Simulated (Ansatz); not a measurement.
Basis-set series for F₃H₃Si₂, SMILES `F[SiH2][SiH](F)F`. The species carries charge 0 and has multiplicity 1. The geometry is a stationary point of PBE0-D4/def2-TZVP. It is one conformer, not always the lowest.

```xyz
8

F     1.987   -1.081   -0.300
Si    0.506   -0.724   -0.801
Si   -0.508    0.672    0.802
F     0.224    2.084    0.827
F    -2.011    0.924    0.337
H    -0.256   -1.991   -0.940
H     0.601   -0.046   -2.118
H    -0.543    0.163    2.192
```

```tsv
functional	basis	functions	energy (Eh)	HOMO (eV)	LUMO (eV)
PBE0-D4	def2-SVP	93	-879.52925	-8.57	-0.92
PBE0-D4	def2-TZVPP	219	-880.13213	-8.64	-1.24
ωB97M-V	def2-SVP	93	-879.93437	-10.60	1.02
ωB97M-V	def2-TZVPP	219	-880.54458	-10.71	0.55
```

Question: Give the rows for def2-QZVPP. (Best estimate.)

Answer: Ansatz gave: 
```
functional       basis  functions  energy (Eh)  HOMO (eV)  LUMO (eV)
   PBE0-D4  def2-QZVPP        401   -880.16960      -8.66      -1.32
   ωB97M-V  def2-QZVPP        401   -880.57950     -10.74       0.36
```

Positive LUMOs are unbound and depend on the basis.
